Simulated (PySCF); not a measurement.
B3LYP has the VWN-RPA correlation part, as in Gaussian. Excitations are Tamm–Dancoff values on a coarser integration grid. The basis has no diffuse functions, so Rydberg states are missing or too high.

Z-matrix (Å, degrees):
```
C
C 1 1.3319
H 2 1.0848 1 122.26
H 2 1.0850 3 115.92 1 -179.92
H 1 1.0871 2 118.67 3 -0.34
Si 1 1.8509 5 118.93 2 -179.54
H 6 1.4772 1 109.53 5 179.19
H 6 1.4775 7 110.74 4 124.26
Cl 6 2.0740 7 108.29 8 116.25
```
Charge 0, spin multiplicity 1.

**Question.** What is the computed S1 excitation (TDA), HOMO and LUMO (B3LYP-D3(BJ)/def2-TZVP (PySCF 2.14.0))?

**Answer.** 
```
Item                    Value
-------------------  --------
S1 excitation (TDA)   6.24 eV
HOMO                 -8.12 eV
LUMO                 -1.15 eV
```
